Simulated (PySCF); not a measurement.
PySCF 2.14 output of an unrestricted B97-3 calculation on a single atom or ion in x2c-TZVPPall (11s7p7d4f2g, 113 functions), with scalar relativity by spin-free X2C-1e:

```
SCF conv_tol = 1e-09
number electrons alpha = 34  beta = 29
    T. W. Keal and D. J. Tozer.,  J. Chem. Phys. 123, 121103 (2005)
cycle= 1 E= -12154.8578802548  delta_E= -0.0213  |g|= 0.189  |ddm|= 0.228
cycle= 2 E= -12154.8547557294  delta_E= 0.00312  |g|= 0.273  |ddm|= 0.179
cycle= 3 E= -12154.8610464363  delta_E= -0.00629  |g|= 0.0027  |ddm|= 0.0896
cycle= 4 E= -12154.8610474863  delta_E= -1.05e-06  |g|= 0.00156  |ddm|= 0.00199
cycle= 5 E= -12154.8610477356  delta_E= -2.49e-07  |g|= 0.000158  |ddm|= 0.000926
cycle= 6 E= -12154.8610477384  delta_E= -2.77e-09  |g|= 8.24e-06  |ddm|= 7.31e-05
cycle= 7 E= -12154.8610477384  delta_E= -1.27e-11  |g|= 4.42e-07  |ddm|= 4.69e-06
converged SCF energy = -12154.8610477384  <S^2> = 8.7533887  2S+1 = 6.0011295
```

The run itself started from symmetry-adapted Hartree-Fock orbitals and held the occupation by maximum overlap, on a logarithmic radial grid, so the iterations belong to that start.

Problem. Which element, charge and spin multiplicity is this?

Solution. Dy³⁺ (dysprosium, charge +3), multiplicity 6; the state was [Xe] 4f9, one real determinant.

⟨L²⟩ = 24.01 against 30 for a pure H term, so this real determinant mixes terms. Spin-orbit coupling, absent here, splits the open shell strongly.
